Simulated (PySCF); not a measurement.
Al(F)(NH2)2 (AlFH₄N₂), SMILES [NH2][Al]([NH2])[F].

Geometry optimised at PBE0-D3(BJ)/def2-SVP. Other conformers were not sampled.

These are PySCF 2.14.0 with C-PCM-ωB97X/def2-SVP values and carry that method's errors.

The values are the electrostatic part of the solvation free energy, E(continuum) − E(gas) at the gas-phase geometry, in a cavity of scaled van der Waals radii (PySCF's table); cavitation and dispersion terms are not included. A continuum can't describe solvent molecules that bind to the metal. In vacuum the orbital gap is 11.63 eV. The dipole moment in vacuum is 2.48 D.

Computed values in water (ε = 78.36), toluene (ε = 2.37), benzene (ε = 2.27):
```csv
solvent,ε,ΔG(elec) (kcal/mol),dipole (D),gap (eV)
water,78.36,-6.9,2.84,11.62
toluene,2.37,-3.9,2.68,11.63
benzene,2.27,-3.8,2.67,11.63
```
